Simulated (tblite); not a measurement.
Species: CH2Se.
Atom-mapped SMILES: `[CH2:1]=[Se:2]` (hydrogens: H3, H4 on C1)

Computed with GFN2-xTB (tblite), gas phase: L-BFGS steps from a force-field or distance-geometry start until the largest atomic force falls under 0.01 eV/Å.

Step 4: E = -170.9629 eV
```
atom  x, y, z in Å  |  force x, y, z in eV/Å
C1     -0.1492    0.0144    0.0006    0.113   0.076   0.001
Se2     1.5668   -0.2341   -0.0765    0.132  -0.131  -0.020
H3     -0.8691   -0.7812   -0.0982   -0.034  -0.091  -0.010
H4     -0.5382    1.0057    0.1514   -0.211   0.146   0.029
```

Step 5: E = -170.9653 eV
```
atom  x, y, z in Å  |  force x, y, z in eV/Å
C1     -0.1469    0.0184    0.0006    0.138   0.039   0.000
Se2     1.5690   -0.2406   -0.0774    0.063  -0.076  -0.012
H3     -0.8646   -0.7782   -0.0977   -0.060  -0.126  -0.016
H4     -0.5473    1.0052    0.1517   -0.140   0.163   0.028
```

Q: Estimate the geometry and energy of step 6. (The exact step hangs on the optimiser's Hessian estimate; all steps are aligned on step 5, rigid shifts and turns removed.)

A: E = -170.9671 eV, largest force 0.083 eV/Å
```
atom  x, y, z in Å  |  force x, y, z in eV/Å
C1     -0.1430    0.0230    0.0006    0.048   0.007   0.002
Se2     1.5725   -0.2484   -0.0785   -0.017  -0.012  -0.002
H3     -0.8608   -0.7772   -0.0974   -0.013  -0.074  -0.011
H4     -0.5585    1.0073    0.1525   -0.017   0.080   0.011
```

The energy changes by -0.0018 eV. The first-order estimate −F·Δx gives -0.0031 eV and the mean of the old and new forces, exact on a quadratic surface, -0.0018 eV. The step makes an angle of 51° with the force vector and moves no atom by more than 0.011 Å.

The cost below is that of the whole relaxation. On Intel Xeon 6975P-C, one thread, shared host, this took under 0.1 s.
